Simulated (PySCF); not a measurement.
These compounds are isomers of formula C₅H₁₁NOSi.

A. SMILES CC(C)(CC#N)O[SiH3]
B. SMILES CNC(=O)[C@H]1CC[SiH2]1
C. `CC(C)(C)O[SiH2]C#N`

Spectrum 1. 13C{1H} NMR (computed): δ 123.3 (C), 74.7 (C), 31.2 (CH2), 30.4 (CH3).

Spectrum 2. 13C{1H} NMR (computed): δ 127.6 (C), 75.0 (C), 32.3 (CH3).

Spectrum 3. 13C{1H} NMR (computed): δ 174.9 (C), 34.4 (CH), 26.5 (CH3), 23.1 (CH2), 7.0 (CH2).

Level of theory: GFN2-xTB geometry, σ from GIAO-PBE0/pcSseg-1, in PySCF (a single conformation, relativity neglected, no solvent, one averaged value for each set of equivalent atoms).

Referencing at the same level of theory: 13C (186.93 ppm) against TMS. Acid and N–H amide carbonyl carbons lie up to 10 ppm further downfield in solution (hydrogen bonding). Shifts are as computed. Against solution values, carbons near 30 ppm lie about +3 ppm off and those near 130 ppm about +5 ppm. Of 1211 compounds with measured shifts, 218 miss one by over three times the rms of a fit or turn the order of signals round; such compounds aren't used in these exercises.

Task: Which spectrum belongs to which compound?

Result: 1–A, 2–C, 3–B.

- Spectrum 1 (A): 4 13C signals; δC 123.3 is a nitrile carbon; δC 74.7 is a fully substituted sp3 carbon bonded to O.
- Spectrum 2 (C): 3 13C signals; δC 127.6 is a nitrile carbon; δC 75.0 is a fully substituted sp3 carbon bonded to O.
- Spectrum 3 (B): 5 13C signals; δC 174.9 is an amide carbonyl carbon; δC 34.4 is an sp3 CH bonded to Si, α to a carbonyl.
